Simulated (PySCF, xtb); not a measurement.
isocyanic acid (CHNO), SMILES N=C=O.

GFN2-xTB run with xtb 6.7.1 at its own geometry gives an orbital gap of 6.52 eV and a dipole moment of 2.55 D.

Geometry: ωB97X-D3(BJ)/def2-TZVP.

What does PySCF with CAM-B3LYP/def2-TZVPD give? (Estimate from the structure and the level; the computed values follow.)

gap 10.74 eV (levels -10.31 and 0.43 eV), dipole 2.10 D.
